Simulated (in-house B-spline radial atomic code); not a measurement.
Configurations of N2+, with energies counted from [He] 2s2 2p1. Method: scalar-relativistic (X2C) TPSSh, spin-polarised, spherical fractional occupations, Fermi nucleus of rms radius 2.5582 fm. Calculated with an all-electron radial atomic-structure program (B-spline basis). Shells without spins written out take the highest spin.

Caution: exact exchange at fractional occupations of open shells leaves self-interaction of up to several eV.

Occupations are held fixed; configurations that lie above the ionisation limit could autoionise.

| configuration | E - E(ref) (eV) | highest orbital | its <r> (bohr) |
| --- | --- | --- | --- |
| [He] 2s1 2p2 | 6.5241 | 2p up | 1.126 |
| [He] 2s2 3p(0 up, 1 down) | 29.827 | 3p down | 3.326 |
| [He] 2s(1 up, 0 down) 2p(0 up, 1 down) 3d(1 up, 0 down) | 44.91 | 3d up | 3.248 |

(1) Order these further configurations by energy, lowest first.
A. [He] 2s1 2p1 3d1
B. [He] 2s2 3s(1 up, 0 down)
C. [He] 2s2 3d1
D. [He] 2s1 2p1 3s1

Answers

(1) B (26.759 eV), C (32.749 eV), D (35.124 eV), A (41.032 eV).
